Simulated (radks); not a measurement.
The iodine anion I-, [Xe], held by a Watson sphere: a shell of charge +1 at radius R that stands for the Madelung well of a crystal (potential energy -1/R inside, -1/r outside, in hartree with lengths in bohr). Method: scalar-relativistic Kohn-Sham, LDA (Slater exchange, VWN5 correlation), spin-unpolarised, spherical densities, finite nucleus; Fermi nuclear charge, rms radius of each element as measured or else 0.836 A^(1/3) + 0.57 fm; computed with a radial shooting solver on a logarithmic mesh with Libxc functionals. Response by self-consistent Sternheimer equations with the Hartree and adiabatic LDA kernel, the relativistic mass of each level held fixed and spin-orbit coupling left out. The sphere does not respond.

R (bohr) = 2.49: e(4d) (eV) -49.690; e(5s) (eV) -17.964; e(5p) (eV) -7.772; <r> 5p (bohr) 2.475; sum of <r^2> (bohr^2) 68.79; X-ray form factor at sin(theta)/lambda = 0.2 1/angstrom 42.410; alpha (bohr^3) 36.13
R (bohr) = 3.01: e(4d) (eV) -49.194; e(5s) (eV) -17.279; e(5p) (eV) -7.272; <r> 5p (bohr) 2.536; sum of <r^2> (bohr^2) 71.23; X-ray form factor at sin(theta)/lambda = 0.2 1/angstrom 42.347; alpha (bohr^3) 41.25
R (bohr) = 3.64: e(4d) (eV) -48.656; e(5s) (eV) -16.544; e(5p) (eV) -6.616; <r> 5p (bohr) 2.593; sum of <r^2> (bohr^2) 73.63; X-ray form factor at sin(theta)/lambda = 0.2 1/angstrom 42.317; alpha (bohr^3) 48.07
R (bohr) = 4.26: e(4d) (eV) -48.133; e(5s) (eV) -15.910; e(5p) (eV) -6.000; <r> 5p (bohr) 2.632; sum of <r^2> (bohr^2) 75.39; X-ray form factor at sin(theta)/lambda = 0.2 1/angstrom 42.310; alpha (bohr^3) 54.65
R (bohr) = 4.3: e(4d) (eV) -48.100; e(5s) (eV) -15.872; e(5p) (eV) -5.962; <r> 5p (bohr) 2.634; sum of <r^2> (bohr^2) 75.48; X-ray form factor at sin(theta)/lambda = 0.2 1/angstrom 42.310; alpha (bohr^3) 55.06
R (bohr) = 4.56: e(4d) (eV) -47.888; e(5s) (eV) -15.633; e(5p) (eV) -5.723; <r> 5p (bohr) 2.646; sum of <r^2> (bohr^2) 76.05; X-ray form factor at sin(theta)/lambda = 0.2 1/angstrom 42.310; alpha (bohr^3) 57.63
R (bohr) = 4.75: e(4d) (eV) -47.737; e(5s) (eV) -15.467; e(5p) (eV) -5.556; <r> 5p (bohr) 2.653; sum of <r^2> (bohr^2) 76.41; X-ray form factor at sin(theta)/lambda = 0.2 1/angstrom 42.311; alpha (bohr^3) 59.42
R (bohr) = 4.83: e(4d) (eV) -47.675; e(5s) (eV) -15.399; e(5p) (eV) -5.487; <r> 5p (bohr) 2.656; sum of <r^2> (bohr^2) 76.55; X-ray form factor at sin(theta)/lambda = 0.2 1/angstrom 42.311; alpha (bohr^3) 60.15
R (bohr) = 5.95: e(4d) (eV) -46.889; e(5s) (eV) -14.569; e(5p) (eV) -4.649; <r> 5p (bohr) 2.682; sum of <r^2> (bohr^2) 77.96; X-ray form factor at sin(theta)/lambda = 0.2 1/angstrom 42.314; alpha (bohr^3) 68.79
